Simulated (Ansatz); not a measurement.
`[F][Ti]([F])([F])[Cl]` + `CS[SiH3]` → `C[S][Ti]([F])([F])[Cl]` + `F[SiH3]` at 600 K and 1 bar (redistribution).

Program: Ansatz. Geometries: PBE0-D4/def2-TZVP. ΔE: electronic, gas phase. CCSD(T)/CBS adds triple-zeta CCSD(T) − MP2 to the extrapolated MP2 energy (def2 sets, frozen cores). This one scheme is used for every species. For Ti outer-core shells are correlated without core-valence functions, which leaves a few kJ/mol of doubt a bond. Scalar relativity is left out up to krypton. Each species was taken in one conformer, which may not be the lowest.

```
                 species  CCSD(T)/CBS energy (Eh)  H − E (kJ/mol)  S (J/(mol·K))
 `[F][Ti]([F])([F])[Cl]`              -1608.34854            70.1          395.2
              `CS[SiH3]`               -728.52947           217.4          385.5
`C[S][Ti]([F])([F])[Cl]`              -1946.16025           187.7          506.5
               `F[SiH3]`               -390.72345           101.0          280.0
```

H − E and S are ideal-gas, rigid-rotor, harmonic terms from PBE0-D4/def2-TZVP, for one conformer and one mirror image of each species. 1 Eh = 2625.50 kJ/mol, R = 8.31446 J/(mol·K).

By hand: ΔE, ΔH, ΔS and ΔG.

ΔE = (-1946.16025) + (-390.72345) − (-1608.34854) − (-728.52947) = -0.00569 Eh = -14.9 kJ/mol. Δ(H − E) = 187.7 + 101.0 − 70.1 − 217.4 = 1.2, so ΔH = -13.7 kJ/mol. ΔS = 506.5 + 280.0 − 395.2 − 385.5 = 5.8 J/(mol·K). ΔG = -13.7 − 600 × (5.8)/1000 = -17.2 kJ/mol.

By hand: the equilibrium constant, and the temperature at which ΔG would vanish if ΔH and ΔS stayed fixed.

log₁₀ K = −ΔG/(RT ln 10) = 1.5. ΔH and −TΔS have one sign here, so there is no such temperature. One of them is within its doubt of zero, so this could turn.

The number of gas molecules stays the same, so ΔS is small and ΔH decides. A doubt of 5 kJ/mol in ΔE shifts log₁₀ K by 0.4 here. Other conformers and mirror images would add mixing entropy, several J/(mol·K) or more a flexible species. Modes under 60 cm⁻¹, often nearly free rotors, make the harmonic entropy too high. These are equilibria of isolated gas molecules and say nothing of rates. Largest T1 diagnostic: 0.025 (customary marks: 0.02 for closed shells, 0.045 for open ones).
